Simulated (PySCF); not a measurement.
Molecule: `InChI=1S/C8H16/c1-7-3-5-8(2)6-4-7/h7-8H,3-6H2,1-2H3/t7-,8-`.

Bonds (- single, = double, # triple, : aromatic): C1-C2, C2-C3, C3-C4, C4-C5, C5-C6, C5-C7, C7-C8, C8-C2. C1 carries H9, H10, H11; C2 carries H12; C3 carries H13, H14; C4 carries H15, H16; C5 carries H17; C6 carries H18, H19, H20; C7 carries H21, H22; C8 carries H23, H24. Stereochemistry as in C[C@H]1CC[C@H](C)CC1. H13, H15, H22, H23 are cis to C1 on the ring; H14, H16, H21, H24 are trans to C1 on the ring.

Geometry PBE0-D3(BJ)/def2-SVP throughout; GIAO in PySCF, gas phase, one conformer, non-relativistic; equivalent atoms averaged; functional PBE0.

For orientation, cc-pVDZ gives these absolute shieldings σ: C2/C5 161.6, C3/C4/C7/C8 159.8, C1/C6 172.3, H14/H15/H22/H24 29.76, H9/H10/H11/H18/H19/H20 30.47, H12/H17 30.25, H13/H16/H21/H23 30.47 ppm.

A run gave: C2/C5 150.4, C3/C4/C7/C8 147.3, C1/C6 160.0, H14/H15/H22/H24 29.75, H9/H10/H11/H18/H19/H20 30.36, H12/H17 30.31, H13/H16/H21/H23 30.49 ppm (absolute shieldings σ).

Which basis set was used in that run?
A. STO-3G
B. def2-SVP
C. pcSseg-0
D. pcSseg-1

Results:

D. C2/C5 tells them apart best: pcSseg-1 gives 150.4, STO-3G gives 203.8, def2-SVP gives 162.1, pcSseg-0 gives 162.4 ppm.
